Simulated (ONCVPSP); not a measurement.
## u(r) = r·R(r): atom against pseudo-atom (niobium)

Columns: radius, all-electron u(r) and pseudo u(r) of the 4d shell (level -9.31 eV) of niobium in the configuration [Ar] 3d10 4s2 4p6 4d4; PBE, scalar-relativistic, ONCV scheme, ONCVPSP 4.0.1.

| r (bohr) | all-electron | pseudo |
| --- | --- | --- |
| 0.132 | -0.1756 | 0.0026 |
| 0.265 | -0.3248 | 0.0200 |
| 0.398 | -0.2373 | 0.0632 |
| 0.530 | -0.0379 | 0.1359 |
| 0.663 | 0.1779 | 0.2358 |
| 0.795 | 0.3635 | 0.3519 |
| 0.928 | 0.5084 | 0.4721 |
| 1.060 | 0.6099 | 0.5806 |
| 1.193 | 0.6749 | 0.6676 |
| 1.325 | 0.7099 | 0.7254 |
| 1.458 | 0.7228 | 0.7536 |
| 1.590 | 0.7196 | 0.7556 |
| 1.723 | 0.7050 | 0.7377 |
| 1.855 | 0.6828 | 0.7075 |
| 1.988 | 0.6556 | 0.6709 |
| 2.120 | 0.6255 | 0.6332 |
| 2.252 | 0.5938 | 0.5967 |
| 2.385 | 0.5612 | 0.5618 |
| 2.518 | 0.5286 | 0.5287 |
| 2.650 | 0.4968 | 0.4968 |
| 2.782 | 0.4658 | 0.4658 |
| 2.915 | 0.4356 | 0.4356 |
| 3.048 | 0.4067 | 0.4066 |
| 3.180 | 0.3792 | 0.3792 |
| 3.312 | 0.3531 | 0.3531 |
| 3.445 | 0.3282 | 0.3282 |

(1) How many radial nodes do the two functions have?

(2) At about which radius was the pseudo-wave matched?

(3) Is the pseudo-wave norm-conserving?

Results:

(1) The all-electron 4d function has n − l − 1 = 1; the pseudo-wave has 0, since the states of the same l below it are removed with the core.

(2) 2.65 bohr, where the columns begin to agree (steps of 0.13 bohr).

(3) Yes: the ONCV scheme keeps the norm inside the radius equal to the all-electron one, which fixes the energy derivative of the logarithmic derivative at the level.
